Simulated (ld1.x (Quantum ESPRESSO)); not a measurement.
What one change does to a pseudopotential (phosphorus (P), PAW)

| Item | Value |
| --- | --- |
| Element | phosphorus |
| Generator | ld1.x (Quantum ESPRESSO) 7.5 |
| Type | PAW |
| Functional | LDA (PZ) |
| Relativity | scalar-relativistic |
| Frozen core | [Ne] |
| Valence charge | 5 |
| Reference configuration | 3s2 3p3 |
| Partial waves | 3s (bound): rcut 1.30, rcutus 1.50 bohr; 3s channel at 1.3 Ry: rcut 1.30, rcutus 1.50 bohr; 3p (bound): rcut 1.40, rcutus 1.75 bohr; 3p channel at 0.35 Ry: rcut 1.40, rcutus 1.75 bohr |
| Local potential | all-electron potential smoothed inside 1.15 bohr (lloc = -1) |
| Core correction | Bessel-smoothed model core, default radius (core density twice the valence density) |
| Augmentation charge | PSQ, inside the norm-conserving radii |

All-electron outer shells of the reference configuration (LDA (PZ), scalar-relativistic, ld1.x):

```json
{"shell": "2s", "level (eV)": "-173.14", "outermost node (bohr)": "0.14", "outermost maximum (bohr)": "0.42"}
{"shell": "2p", "level (eV)": "-124.52", "outermost node (bohr)": "–", "outermost maximum (bohr)": "0.35"}
{"shell": "3s", "level (eV)": "-14.02", "outermost node (bohr)": "0.66", "outermost maximum (bohr)": "1.56"}
{"shell": "3p", "level (eV)": "-5.60", "outermost node (bohr)": "0.64", "outermost maximum (bohr)": "1.83"}
```

Change: waves 3s (bound): rcut 1.30, rcutus 2.18 bohr; 3s channel at 1.3 Ry: rcut 1.30, rcutus 2.18 bohr.

Cutoffs: the cutoffs (Ry, on a coarse ladder) from which the occupation-weighted sum of valence levels, in a spherical-Bessel basis at the reference potential, stays within 10 and 1 mRy of its value at 400 Ry; they do not see the model core or the augmentation charge, which bear on the density cutoff. Errors are all-electron minus pseudo energies relative to the spin-unpolarised reference configuration.

**Question.** What does the change do?

**Answer.** The potential gets softer (15 Ry and 25 Ry → 12 Ry and 21 Ry); of the 9 tests that both files solve, the error grows in 0 and shrinks in 3 by more than 15 % and 0.3 meV (median size 1.7 → 1.6 meV); neither file shows a bound ghost. A larger radius leaves more room for a smooth pseudo-wave, so fewer plane waves are needed. That the errors move this way runs against the usual rule that smaller radii transfer better.

```tsv
quantity	base	changed
cutoff, loose	15 Ry	12 Ry
cutoff, tight	25 Ry	21 Ry
loose cutoff by channel (10 mRy a level)	s 12 Ry, p 10 Ry	s 6 Ry, p 10 Ry
bound ghosts	none	none
error for 3s2 3p2, meV [ΔE 9.82 eV]	-1.5	-1.5
error for 3s2 3p1, meV [ΔE 29.07 eV]	-11	-10
error for 3s2 3p0, meV [ΔE 58.96 eV]	-48	-41
error for 3s2 3p3.3, meV [ΔE -1.34 eV]	+0.1	+0.1
error for 3s1 3p4, meV [ΔE 8.50 eV]	-0.6	-0.4
error for 3s0 3p5, meV [ΔE 17.14 eV]	-1.7	-1.6
error for 3s1 3p0, meV [ΔE 111.15 eV]	-162	-137
error for 3s2 3p3 (spin-polarised), meV [ΔE -1.51 eV]	-1.2	-0.2
error for 3s2 3p2 (spin-polarised), meV [ΔE 8.98 eV]	-2.5	-1.7
lowest overlap eigenvalue by channel	s 0.43, p 0.74	s 0.31, p 0.74
```
